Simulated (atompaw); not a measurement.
**Before and after: PAW (atompaw) potential for Li**

* Element: lithium
* Generator: atompaw 4.2.0.5
* Type: PAW
* Functional: LDA (PW92)
* Relativity: scalar-relativistic
* Frozen core: none
* Valence charge: 3
* Reference configuration: 1s2 2s1 2p0
* Partial waves: 1s (bound): rc 0.55 bohr; 2s (bound): rc 1.00 bohr; 2p (bound, empty): rc 3.00 bohr; 2p channel at 2.1 Ry: rc 3.00 bohr
* Local potential: troulliermartins scheme with l = 2 at 1 Ry, radius 2.50 bohr
* Core correction: none
* Augmentation charge: sinc compensation charge, radius 2.25 bohr; PAW radius 3.00 bohr; waves and projectors: custom rrkj vanderbiltortho

Change: local potential bessel scheme, radius 2.50 bohr.

Cutoffs: the cutoffs (Ry, on a coarse ladder) from which the occupation-weighted sum of valence levels, in a spherical-Bessel basis at the reference potential, stays within 10 and 1 mRy of its value at 400 Ry; they do not see the model core or the augmentation charge, which bear on the density cutoff.

Q: What does the change do?

A: The potential gets neither clearly harder nor softer (140 Ry and 180 Ry → 140 Ry and 180 Ry); the range in which the p phases agree widens (upper end 2.4 → at the end of the scan); neither file shows a bound ghost.

| quantity | base | changed |
| --- | --- | --- |
| cutoff, loose | 140 Ry | 140 Ry |
| cutoff, tight | 180 Ry | 180 Ry |
| bound ghosts | none | none |
| s: phases at 3.00 bohr within 0.05 rad from the reference energy up to (Ry; the scan ends near 5) | 3.0 | 2.5 |
| p: phases at 3.00 bohr within 0.05 rad from the reference energy up to (Ry; the scan ends near 5) | 2.4 | to the end of the scan |
| lowest overlap eigenvalue by channel | s 0.84, p 0.91 | s 0.94, p 0.94 |

 The cutoffs see the waves, projectors and local potential, not the compensation charge or the core.
